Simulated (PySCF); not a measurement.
## Adding and removing an electron: RbTe

UHF-CCSD(T); PySCF, scalar-relativistic core potentials, basis sets Rb def2-SVP with ECP28, Te def2-SVP with ECP28. Neutral (UHF): doublet (π ↑), Re = 3.371 Å, ωe = 125 cm⁻¹, De = 1.77 eV.

RbTe⁺ (UHF): triplet (π ↑↑), Re = 3.885 Å, ωe = 60.1 cm⁻¹, De = 0.36 eV to Rb⁺ + Te. The energies at the minima are -291.01656 hartree for RbTe and -290.81474 for RbTe⁺.

Task: Work out the adiabatic ionisation energy, without and with harmonic zero-point energies (1 hartree = 27.2114 eV, 1 eV = 8065.5 cm⁻¹), and the change of the bond length.

Result: At UHF-CCSD(T): 0.20182 hartree = 5.492 eV between the minima; the zero-point term (60.1 − 125.0)/2 cm⁻¹ = -0.004 eV makes it 5.488 eV. Re changes by +51.4 pm against the neutral. The electron leaves a π orbital, and the ion is left as a loose complex of an ion and an atom.

Correlated steps freeze 4 core orbitals. Weak bonds: RbTe⁺. Basis-set superposition, not corrected here, can be much of De in a small basis, most of all at correlated wavefunction levels. Spin–orbit coupling is left out, which matters for elements this heavy, above all for dissociation energies. For an ion De counts to the pair picked by the measured ionisation energies or electron affinities, which need not be the lowest pair at this level. States were picked by a PBE0 search and need not be the measured ground states.
